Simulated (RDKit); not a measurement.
Job for RDKit: UFF on CH3NO (a complex).

```python
from rdkit import Chem
from rdkit.Chem import AllChem, rdDetermineBonds

blocks = [
'''3

O    -0.14302315    0.06523241   -0.65726024
H     0.79134065   -0.06066031   -0.84779530
H    -0.20066002    0.07223200    0.30790929
''',
'''3

C    -0.27946973    0.07920043    3.55475453
N    -0.13931848    0.06158102    2.41914447
H    -0.41119463    0.09573328    4.61361785
''',
]
mol = None
for b in blocks:
    f = Chem.MolFromXYZBlock(b)
    rdDetermineBonds.DetermineBonds(f, charge=0)
    mol = f if mol is None else Chem.CombineMols(mol, f)
Chem.SanitizeMol(mol)
print(Chem.MolToSmiles(Chem.RemoveHs(mol)))
ff = AllChem.UFFGetMoleculeForceField(mol, vdwThresh=100.0, ignoreInterfragInteractions=False)
e = ff.CalcEnergy()
print(f'UFF energy {e:.6f} kcal/mol')
```

It printed:

```
C#N.O
UFF energy 9.073497 kcal/mol
```

The run finished.

Cost: about 0.04 core-seconds (a rough figure).
